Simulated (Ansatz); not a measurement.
`[F][AlH][CH2][SiH3]`, charge 0, multiplicity 1.

Question: Give a relaxed structure at PBE0-D4/def2-TZVP (the Gaussian-basis code of Ansatz). (An estimate is asked.)

Answer: Computed: 
Z-matrix (Å, degrees):
```
C
Al 1 1.935
Si 1 1.869 2 114.6
H 1 1.096 2 109.3 3 -121.5
H 1 1.096 2 108.6 3 120.7
F 2 1.652 1 118.0 3 89.3
H 2 1.577 1 125.3 3 -90.5
H 3 1.488 1 112.3 2 176.6
H 3 1.490 1 110.1 2 56.3
H 3 1.488 1 110.3 2 -62.4
```
This is one stationary point; other conformers may exist.
